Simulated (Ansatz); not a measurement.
This geometry of AlCl2F + H2 (6 atoms, charge 0, multiplicity 1) is a first-order saddle point.

All numbers below come from RKS B3LYP-D4/def2-SVP (Ansatz 0.2.0).

```xyz
6
Properties=species:S:1:pos:R:3
Al 0.015 -0.399 -0.124
F 0.023 -0.035 1.752
Cl 1.827 0.195 -0.988
Cl -1.823 0.134 -0.971
H 0.050 -1.881 0.664
H 0.043 -1.097 1.599
```

**Question.** Which two structures does it join? (They come from a converged band through this point; their orientation in space is the band's.)

**Answer.** Bonds broken: H5–H6. Bonds formed: Al1–H5, F2–H6. AlCl2F + H2 becomes AlCl2FH2.

Image 0:

```xyz
6
Properties=species:S:1:pos:R:3
Al 0.007 0.136 0.100
F 0.005 0.614 1.690
Cl 1.817 0.051 -0.930
Cl -1.808 -0.020 -0.913
H 0.066 -2.098 0.647
H 0.048 -1.767 1.337
```

Image 8:

```xyz
6
Properties=species:S:1:pos:R:3
Al 0.022 -0.601 -0.277
F 0.018 -0.060 1.704
Cl 1.809 0.320 -0.926
Cl -1.807 0.243 -0.912
H 0.056 -2.117 0.161
H 0.037 -0.869 2.182
```

**Question.** How far does it lie above each of them?

**Answer.** 122.0 kJ/mol above the first and 13.4 kJ/mol above the second. This is the barrier of this one path; another mechanism may lie lower. The orbitals stay closed-shell, which can raise the energy where a bond breaks towards radicals; this wasn't checked here.

Time of the run: 2.6 min on 1 thread of Arm Neoverse V2, with other jobs on the host, peak memory 0.15 GiB.
